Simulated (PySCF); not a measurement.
Structure problem from calculated spectra and properties.

Formula: C2H9F3S2Si3.

| Property | Result |
| --- | --- |
| NMR, other nuclei | isotropic shieldings of nuclei other than C and H, by class: 225 (3 F), 397 (1 Si), 464 (1 Si), 480 (1 Si), 374 (1 S), 633 (1 S) ppm [GIAO PBE0/pcSseg-1] |
| 13C NMR | chemical shifts (computed TMS as zero) by class: 141.1 (1 C), 47.2 (1 C) ppm [GIAO PBE0/pcSseg-1] |
| Dipole | 2.58 D [PBE0/pcSseg-1] |
| 1H NMR | chemical shifts (computed TMS as zero) by class: 4.91 (2 H), 4.22 (2 H), 3.63 (3 H), 3.50 (2 H) ppm [GIAO PBE0/pcSseg-1] |
| Rotational structure | rotational constants A, B, C: 1.486, 0.245, 0.240 GHz [GFN2-xTB] |

The electronic properties come from PySCF, for the isolated species, density fitting. Levels stand in brackets. The structure is a single GFN2-xTB conformer in the gas phase; no vibrational or solvent corrections. NMR classes are plain means over equivalent atoms (diastereotopic ones count apart unless rotation or inversion swaps them), as if these changed places fast.

Problem. Give a SMILES that accounts for the data.

Solution. Numbering: `[F:1][C:2]([F:3])([F:4])[S:5][CH2:6][S:7][SiH2:8][SiH2:9][SiH3:10]`. Its formula, C2H9F3S2Si3, gives 0 degrees of unsaturation, so no ring and no π bond. 2 carbons fall into 2 classes; from least to most shielded: CF3 carbon [C2] (141.1 ppm), sp3 carbon bound to sulfur [C6] (47.2 ppm). Hydrogen classes from least to most shielded: 2 H on an SiH2 silicon, Si8 (4.91 ppm, a mean of values up to 1.0 ppm apart in this geometry), 2 H on an sp3 carbon bound to sulfur, C6 (4.22 ppm, a mean of values up to 1.0 ppm apart in this geometry), 3 H on an SiH3 silicon, Si10 (3.63 ppm), 2 H on an SiH2 silicon, Si9 (3.50 ppm). The other shieldings belong to: 225 ppm, fluorine of a CF3 group [F1/F3/F4]; 397 ppm, SiH2 silicon [Si8]; 464 ppm, SiH3 silicon [Si10]; 480 ppm, SiH2 silicon [Si9]; 374 ppm, sulfide sulfur [S5]; 633 ppm, sulfur bonded to C and Si [S7]. The optimised geometry has point group C1 and is an asymmetric top. Structure: `FC(F)(F)SCS[SiH2][SiH2][SiH3]`. The assignments are read from this structure; whether some other isomer fits the data as well wasn't checked.
